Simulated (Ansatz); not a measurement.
System: C$_{3}$H$_{3}$O, charge -1, multiplicity 1. It need not be the lowest isomer of its formula. Whether it binds its extra electron was not tested at this geometry. 
Structure (B3LYP-D3(BJ)/def2-TZVP (Ansatz, a program for electronic structure) minimum search):
SMILES: [O-]CC#C
```xyz
7

C      1.8981    -0.0070    -0.1338
C      0.7170    -0.1885     0.0609
C     -0.7759    -0.3447     0.2631
O     -1.5151     0.6178    -0.2604
H      2.9252     0.1822    -0.3218
H     -0.8651    -0.4887     1.3873
H     -0.9749    -1.3950    -0.1240
```
Charge -1, spin multiplicity 1.

Parts of the frozen-core correlation energy in aug-cc-pVTZ (Ansatz, hartree). Frozen orbitals: 4; correlated occupied orbitals by spin: 11 and 11; virtual: 238 and 238. No spin-orbit coupling. No relativistic terms.

| term | value |
|---|---|
| reference (HF) | -190.17097 |
| MP2 opposite-spin | -0.55760 |
| MP2 same-spin | -0.18492 |
| CCSD correlation | -0.75236 |
| (T) | -0.03824 |
| T1 diagnostic | 0.017 |
| largest doubles amplitude | 0.037 |
